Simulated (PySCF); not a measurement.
**Dipole moment and polarisability of 2-octanol**

Compound: 2-octanol, C8H18O.
Cartesian coordinates in Å at the PBE0-D3(BJ)/def2-SVP level; atoms count from 1:
```
atom  x, y, z in Å
C1     4.619   -0.617   -0.178
C2     3.418    0.288    0.042
C3     2.083   -0.421   -0.138
C4     0.876    0.479    0.077
C5    -0.458   -0.231   -0.103
C6    -1.658    0.680    0.107
C7    -3.023    0.000    0.046
C8    -3.338   -0.610   -1.311
O9    -4.038    0.893    0.447
H10    5.568   -0.076   -0.041
H11    4.621   -1.038   -1.196
H12    4.615   -1.464    0.526
H13    3.468    1.147   -0.651
H14    3.462    0.723    1.056
H15    2.028   -1.278    0.558
H16    2.037   -0.861   -1.152
H17    0.922    0.917    1.090
H18    0.930    1.336   -0.619
H19   -0.518   -1.078    0.604
H20   -0.493   -0.679   -1.111
H21   -1.585    1.170    1.092
H22   -1.639    1.496   -0.642
H23   -3.040   -0.803    0.804
H24   -4.350   -1.040   -1.303
H25   -2.627   -1.403   -1.585
H26   -3.300    0.161   -2.100
H27   -4.048    1.620   -0.185
```

Level: B3LYP/def2-SVPD (PySCF), static field, nuclei fixed, core orbitals frozen in the response. The polarisability tensor in these axes (au):

```
x   128.66  -3.04   1.82
y    -3.04  98.36   2.68
z     1.82   2.68  93.60
```

Question: What are the eigenvalues, a third of the trace, and Δα (Δα² = ½Σ(αi − αj)² over the three pairs)?

Answer: Principal values 92.16, 99.43 and 129.03 au; mean 106.87 au = 15.84 Å³ = 17.62 × 10⁻⁴⁰ C²·m²/J; Δα = 33.83 au (32 % of the mean).

Question: What is the dipole moment, and where does it point?

Answer: (1.24, 0.06, -1.24) D, 1.76 D in size, pointing from the negative to the positive side. Measured along this direction, the outermost atoms are O9 at the negative end and H11 and H10 at the positive end.

Question: Sum over states: ᾱ = Σ f/ω², ω in Eh. What share falls to these 10 lowest TDDFT singlets (eV, f)? 6.81, 0.0184; 7.38, 0.0015; 7.63, 0.0020; 7.86, 0.0040; 7.89, 0.0009; 8.09, 0.0239; 8.27, 0.0066; 8.34, 0.0003; 8.43, 0.0070; 8.48, 0.0019.

Answer: They add up to 0.84 au, 0.8 % of the 106.87 au; the largest single term is 0.29 au, from the state at 6.81 eV. Terms in order: 0.29, 0.02, 0.03, 0.05, 0.01, 0.27, 0.07, 0.00, 0.07, 0.02 au. Higher excitations give the rest. The strengths listed sum to 0.067.

Question: Find the Langevin capture rate constant for H3+ (3.023 u) meeting this molecule (130.136 u), k = 2.342 × 10⁻⁹ cm³/s × √(α in Å³ / reduced mass in u).

Answer: The reduced mass is 2.95 u, so k = 5.42 × 10⁻⁹ cm³/s. The formula leaves out the permanent dipole, which adds to the capture rate.

Question: Rayleigh depolarisation ratio (linearly polarised light, static tensor)?

Answer: ρ = 3Δα²/(45ᾱ² + 4Δα²) = 3433.7/(513995 + 4578.2) = 0.00662.

Question: Molar refractivity from α?

Answer: Lorentz–Lorenz: R = (4π/3)N_A α = 2.5225 cm³/(mol·Å³) × 15.84 Å³ = 40.0 cm³/mol, in the limit of long wavelengths.

Question: What are the principal values of the traceless quadrupole moment, Θ = ½Σq(3rr − r²1), about the centre of nuclear charge?

Answer: -14.00, 4.07, 9.94 D·Å. The values depend on the origin, since the dipole doesn't vanish. The electronic extent ⟨r²⟩ about the same centre is 2789 bohr², a root-mean-square distance of 3.25 Å for the 74 electrons.

Geometry: PBE0-D3(BJ)/def2-SVP, one conformer, isolated molecule.
